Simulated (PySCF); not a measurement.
# MgCd: input and log

State: ¹Σ⁺ (singlet), closed shell.

An equivalent input (the run itself took its basis sets from the Basis Set Exchange, started from a PBE0 density and held the occupation σ 8α 8β, πx 3α 3β, πy 3α 3β, δx 1α 1β, δy 1α 1β):

```python
from pyscf import gto, dft
mol = gto.M(atom='Mg 0 0 0; Cd 0 0 3.573', basis={'Mg': 'def2-SVPD', 'Cd': 'def2-SVPD'}, ecp={'Cd': 'def2-SVPD'},
            charge=0, spin=0, verbose=4, symmetry='C2v')
mf = dft.UKS(mol, xc='R2SCAN')
mf.grids.atom_grid = (80, 434)
mf.grids.prune = dft.gen_grid.treutler_prune
mf.irrep_nelec = {'A1': (9, 9), 'A2': (1, 1), 'B1': (3, 3), 'B2': (3, 3)}
mf.conv_tol = 1e-9
mf.max_cycle = 60
mf.diis_space = 10
mf.kernel()
```

The log (some set-up lines and the per-cycle HOMO/LUMO lines removed):

```
******** <class 'pyscf.dft.uks_symm.SymAdaptedUKS'> ********
method = SymAdaptedUKS
damping factor = 0
level_shift factor = 0
DIIS = <class 'pyscf.scf.diis.CDIIS'>
diis_start_cycle = 1
diis_space = 10
diis_damp = 0
SCF conv_tol = 1e-09
SCF conv_tol_grad = None
SCF max_cycles = 60
number electrons alpha = 16  beta = 16
Set gradient conv threshold to 3.16228e-05
init E= -367.759875016415
cycle= 1 E= -367.760454820021  delta_E= -0.00058  |g|= 0.00612  |ddm|= 0.124
cycle= 2 E= -367.760434403135  delta_E= 2.04e-05  |g|= 0.00974  |ddm|= 0.039
cycle= 3 E= -367.760509866534  delta_E= -7.55e-05  |g|= 0.00085  |ddm|= 0.0178
cycle= 4 E= -367.760511414003  delta_E= -1.55e-06  |g|= 0.000206  |ddm|= 0.00458
cycle= 5 E= -367.760511488533  delta_E= -7.45e-08  |g|= 9.1e-05  |ddm|= 0.00104
cycle= 6 E= -367.760511494996  delta_E= -6.46e-09  |g|= 6.35e-06  |ddm|= 0.00024
cycle= 7 E= -367.760511495027  delta_E= -3.18e-11  |g|= 5.14e-06  |ddm|= 4.64e-05
Extra cycle  E= -367.760511495019  delta_E= 8.41e-12  |g|= 6.82e-06  |ddm|= 3.1e-05
converged SCF energy = -367.760511495019  <S^2> = -7.1054274e-15  2S+1 = 1
```

Repeating this along the bond gives Re = 3.390 Å and ωe = 77.5 cm⁻¹.

A point of this curve took 1.2 CPU seconds beside 0.2 for the integrals (shared host).

Closed-shell solutions of metal pairs were not tested for spin polarisation, which can lower them a little.
